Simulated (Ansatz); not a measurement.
`FC1([SiH3])C[SiH2]1` + NH₃ → `N[SiH3]` + `FC1C[SiH2]1` at 298.15 K and 1 bar (ligand exchange at the Si–C bond).

Program: Ansatz. Geometries: PBE0-D4/def2-TZVP. ΔE: electronic, gas phase. CBS: MP2 limit from def2 TZ/QZ plus the TZ coupled-cluster correction, frozen cores. This one scheme is used for every species.

```csv
species,CCSD(T)/CBS energy (Eh),H − E (kJ/mol),S (J/(mol·K))
`FC1([SiH3])C[SiH2]1`,-758.19921,222.6,346.9
NH₃,-56.50880,100.5,192.4
`N[SiH3]`,-346.80422,145.7,264.3
`FC1C[SiH2]1`,-467.91941,178.0,294.0
```

H − E and S are ideal-gas, rigid-rotor, harmonic terms from PBE0-D4/def2-TZVP, for one conformer and one mirror image of each species. 1 Eh = 2625.50 kJ/mol, R = 8.31446 J/(mol·K).

Problem. By hand: ΔE, ΔH, ΔS and ΔG.

Solution. ΔE = (-346.80422) + (-467.91941) − (-758.19921) − (-56.50880) = -0.01562 Eh = -41.0 kJ/mol. Δ(H − E) = 145.7 + 178.0 − 222.6 − 100.5 = 0.6, so ΔH = -40.4 kJ/mol. ΔS = 264.3 + 294.0 − 346.9 − 192.4 = 19.0 J/(mol·K). ΔG = -40.4 − 298.15 × (19.0)/1000 = -46.1 kJ/mol.

Problem. By hand: the equilibrium constant, and the temperature at which ΔG would vanish if ΔH and ΔS stayed fixed.

Solution. log₁₀ K = −ΔG/(RT ln 10) = 8.1. ΔH and −TΔS have one sign here, so there is no such temperature.

ΔH outweighs TΔS. A doubt of 5 kJ/mol in ΔE shifts log₁₀ K by 0.9 here. Other conformers and mirror images would add mixing entropy, several J/(mol·K) or more a flexible species. These are equilibria of isolated gas molecules and say nothing of rates. Largest T1 diagnostic: 0.013 (customary marks: 0.02 for closed shells, 0.045 for open ones).
